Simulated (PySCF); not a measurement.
**From computed data to an observable: dipole moment from atomic charges**

C₂H₂BCl, SMILES C#CBCl. Atoms are numbered in the order given.

```xyz
6

B     -0.7751    -0.0679     0.0000
C     -0.1643     1.3153     0.0000
C      0.3051     2.4406     0.0000
H      0.7231     3.4311     0.0000
Cl     0.2513    -1.4935     0.0000
H     -1.9641    -0.2370     0.0000
```

The structure is a stationary point at B3LYP-D3(BJ)/def2-SVP.

Charges (e) from CAM-B3LYP/def2-TZVPD run with PySCF:

```csv
atom,IAO,ESP fit
B1,0.109,0.281
C2,-0.148,-0.062
C3,-0.148,-0.350
H4,0.212,0.315
Cl5,-0.052,-0.130
H6,0.027,-0.054
```

The dipole moment of the full density is 1.57 D.

Task: What dipole moment does each set of point charges give, and which comes closer to that of the density?

Result: 
μ = Σ q r, and 1 e Å = 4.8032 D.
IAO: Σ q r = (-0.018, 0.235, 0.000) e Å, |μ| = 1.13 D.
ESP fit: Σ q r = (-0.013, 0.333, 0.000) e Å, |μ| = 1.60 D.
ESP fit comes closer in size. Point charges leave out the atoms' own dipoles (lone pairs, polarised bonds); fits to the potential absorb them, partitions of the density don't.
